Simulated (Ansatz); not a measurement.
Compare A (`C=C[CH2][InH][F]`) with its isomer B (`C=C(F)[CH2][InH2]`).

Calculated with Ansatz (gas phase, PBE0-D4/def2-TZVP geometries, no zero-point term in ΔE). CCSD(T)/CBS is the MP2 limit (def2-TZVPP, def2-QZVPP) plus CCSD(T) − MP2 in def2-TZVPP, frozen cores. Functionals use def2-TZVPP. B3LYP here is the variant with VWN-RPA as its local correlation; programs differ in this. Elements past krypton have def2 core potentials. For In outer-core shells are correlated without core-valence functions, which leaves a few kJ/mol of doubt a bond. Each species was taken in one conformer, which may not be the lowest.

Q: Which is lower in electronic energy at CCSD(T)/CBS, and by how much? (Estimate.)

A: Ansatz gave: A, by 34.5 kcal/mol.

Q: Give E(B) − E(A) in kcal/mol with B3LYP, PBE0-D4, CCSD(T)/def2-SVP, MP2/def2-TZVPP, r2SCAN-D4, LDA (SPW92), HF/def2-TZVPP. (An estimate is asked.)

A: The calculation gave: B3LYP 32.1, PBE0-D4 30.0, CCSD(T)/def2-SVP 29.2, MP2/def2-TZVPP 33.9, r2SCAN-D4 31.3, LDA (SPW92) 26.1, HF/def2-TZVPP 30.5. None reverses the order clearly.

Q: Does the order hold for the free energy at 298.15 K (harmonic terms from PBE0-D4)? (Best estimate.)

A: The calculation gave: Yes: G(B) − G(A) = +32.4 kcal/mol, for one conformer each. Modes under 60 cm⁻¹, often nearly free rotors, make the harmonic entropy too high.

Largest T1 diagnostic: 0.014.

In def2-TZVPP, CCSD(T) changes the Hartree–Fock value by +1.0 kcal/mol (the triples alone add +0.2 kcal/mol) and MP2 by +3.4 kcal/mol. Leaving LDA and LC-ωPBE aside and taking each functional with its dispersion term where it has one, the values, not all of them listed here, spread over 3.3 kcal/mol, from B97M-V to B2PLYP. LDA lies −4.9 kcal/mol from PBE without D4.
